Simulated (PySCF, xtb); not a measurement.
Al(H)(SH)2 (AlH3S2), SMILES [SH][AlH][SH]. Other conformers were not sampled.

Harmonic wavenumbers (cm⁻¹) from GFN2-xTB (xtb) at its own minimum, in rising order: 95, 104, 153, 390, 407, 424, 529, 570, 624, 1848, 2368, 2370.

Task: What does PySCF with B3LYP-D3(BJ)/def2-TZVP give at its own minimum? (Estimate from the structure and the level; the computed values follow.)

Result: 131, 204, 271, 432, 463, 527, 574, 695, 699, 1968, 2669, 2670. Paired by order, the mean absolute difference is 118 cm⁻¹ and the zero-point energies are 14.1 and 16.2 kcal/mol.
